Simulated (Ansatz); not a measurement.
Born–Oppenheimer molecular dynamics of ClF$_{4}$H$_{3}$OW (10 atoms, charge 0, multiplicity 1). It starts at the highest image of a converged band. Of that band: The profile has 2 maxima (images 2, 4) with wells between them (image 3): this band takes more than one step, which may be the mechanism or a detour left from its start path. A vibrational analysis at the climbing image gives one clearly imaginary mode, 525i cm⁻¹: a first-order saddle point.

Theory: RKS BLYP-D4/def2-SVP in Ansatz 0.2.0.

```yaml
ensemble: NVE (velocity Verlet)
time_step: 0.5 fs
steps_asked: 200
starting_velocities_drawn_for: 100 K
seed: 2598
```

Frames 2.5 fs apart, positions in Å.

Velocities at 50 fs (Å/ps):

```
W 1.25 0.11 -0.51
Cl -4.47 -0.96 4.60
F -2.01 -0.18 -1.39
F -3.79 -1.74 -2.03
F 0.86 3.71 1.95
F -1.40 -0.07 0.70
H -9.50 -6.38 -3.40
O 2.75 -1.72 -4.08
H 4.04 7.09 -5.95
H 10.00 8.85 19.56
```

```xyz
10
Properties=species:S:1:pos:R:3 time_fs=50 energy_less_start_eV=-0.104 T=200
W 0.237 0.154 -0.040
Cl -0.695 0.651 2.774
F 1.831 -0.305 -1.028
F -0.544 1.862 -0.256
F -1.563 -0.435 0.069
F 0.533 -1.508 0.780
H -0.169 0.011 -1.688
O 1.605 1.106 0.950
H 2.428 1.313 0.457
H 0.507 1.126 2.810
10
Properties=species:S:1:pos:R:3 time_fs=52.5 energy_less_start_eV=-0.095 T=192
W 0.240 0.154 -0.041
Cl -0.707 0.649 2.786
F 1.825 -0.306 -1.032
F -0.554 1.858 -0.261
F -1.560 -0.425 0.074
F 0.529 -1.508 0.782
H -0.191 -0.001 -1.695
O 1.612 1.102 0.940
H 2.436 1.328 0.446
H 0.533 1.149 2.860
10
Properties=species:S:1:pos:R:3 time_fs=55 energy_less_start_eV=-0.089 T=187
W 0.244 0.154 -0.043
Cl -0.717 0.647 2.798
F 1.819 -0.305 -1.035
F -0.562 1.853 -0.266
F -1.558 -0.416 0.079
F 0.525 -1.508 0.785
H -0.205 -0.005 -1.694
O 1.619 1.099 0.930
H 2.435 1.336 0.444
H 0.521 1.159 2.909
10
Properties=species:S:1:pos:R:3 time_fs=57.5 energy_less_start_eV=-0.106 T=202
W 0.247 0.154 -0.045
Cl -0.725 0.646 2.810
F 1.812 -0.305 -1.040
F -0.571 1.847 -0.272
F -1.556 -0.407 0.084
F 0.522 -1.509 0.787
H -0.210 -0.001 -1.685
O 1.625 1.098 0.922
H 2.438 1.342 0.442
H 0.464 1.151 2.955
10
Properties=species:S:1:pos:R:3 time_fs=60 energy_less_start_eV=-0.086 T=183
W 0.250 0.154 -0.047
Cl -0.734 0.645 2.823
F 1.804 -0.304 -1.046
F -0.578 1.841 -0.277
F -1.555 -0.398 0.090
F 0.518 -1.509 0.790
H -0.205 0.009 -1.673
O 1.629 1.097 0.916
H 2.451 1.347 0.436
H 0.417 1.148 3.004
10
Properties=species:S:1:pos:R:3 time_fs=62.5 energy_less_start_eV=-0.103 T=199
W 0.253 0.154 -0.049
Cl -0.744 0.644 2.836
F 1.797 -0.303 -1.053
F -0.584 1.836 -0.282
F -1.553 -0.389 0.097
F 0.513 -1.510 0.793
H -0.197 0.023 -1.671
O 1.633 1.097 0.910
H 2.458 1.346 0.434
H 0.422 1.170 3.062
10
Properties=species:S:1:pos:R:3 time_fs=65 energy_less_start_eV=-0.084 T=181
W 0.257 0.154 -0.051
Cl -0.755 0.642 2.848
F 1.791 -0.303 -1.061
F -0.588 1.830 -0.288
F -1.552 -0.381 0.103
F 0.509 -1.510 0.796
H -0.187 0.039 -1.682
O 1.636 1.099 0.906
H 2.457 1.340 0.437
H 0.436 1.195 3.122
10
Properties=species:S:1:pos:R:3 time_fs=67.5 energy_less_start_eV=-0.088 T=185
W 0.259 0.153 -0.053
Cl -0.764 0.641 2.862
F 1.786 -0.303 -1.071
F -0.592 1.824 -0.293
F -1.552 -0.374 0.110
F 0.505 -1.510 0.799
H -0.180 0.054 -1.700
O 1.638 1.102 0.903
H 2.464 1.333 0.434
H 0.406 1.200 3.171
10
Properties=species:S:1:pos:R:3 time_fs=70 energy_less_start_eV=-0.088 T=185
W 0.262 0.153 -0.055
Cl -0.772 0.641 2.876
F 1.782 -0.304 -1.081
F -0.594 1.819 -0.297
F -1.552 -0.368 0.118
F 0.502 -1.510 0.802
H -0.175 0.069 -1.713
O 1.638 1.105 0.902
H 2.475 1.325 0.428
H 0.342 1.188 3.209
10
Properties=species:S:1:pos:R:3 time_fs=72.5 energy_less_start_eV=-0.074 T=172
W 0.265 0.153 -0.057
Cl -0.780 0.641 2.889
F 1.780 -0.306 -1.093
F -0.595 1.815 -0.302
F -1.552 -0.362 0.125
F 0.498 -1.509 0.805
H -0.174 0.080 -1.713
O 1.638 1.109 0.901
H 2.474 1.312 0.427
H 0.304 1.190 3.255
10
Properties=species:S:1:pos:R:3 time_fs=75 energy_less_start_eV=-0.090 T=187
W 0.267 0.152 -0.059
Cl -0.790 0.640 2.903
F 1.779 -0.308 -1.106
F -0.594 1.811 -0.306
F -1.552 -0.357 0.133
F 0.494 -1.508 0.807
H -0.178 0.086 -1.702
O 1.636 1.114 0.901
H 2.469 1.299 0.427
H 0.314 1.215 3.315
10
Properties=species:S:1:pos:R:3 time_fs=77.5 energy_less_start_eV=-0.068 T=166
W 0.269 0.152 -0.062
Cl -0.800 0.639 2.917
F 1.779 -0.311 -1.119
F -0.592 1.809 -0.309
F -1.552 -0.353 0.141
F 0.491 -1.507 0.809
H -0.188 0.085 -1.688
O 1.633 1.119 0.901
H 2.474 1.288 0.423
H 0.316 1.235 3.369
```

Of the whole run (100 fs, mean temperature of the second half 179 K): The conserved energy stayed within 0.022 meV per atom of its start (net change 0.0043 meV per atom), so the integration is sound. The kinetic energy rose, since the run started high on the potential surface and went downhill. It ends in pieces (ClH + F4H2OW), so much of that is their flight and rotation, not heat. A run of 0.1 ps of so small a system gives no equilibrium averages. The orbitals stay closed-shell, which can raise the energy where a bond breaks towards radicals; this wasn't checked here.

The run took 7.4 min on 4 threads of Arm Neoverse V1, on a shared host, peak memory 0.2 GiB.
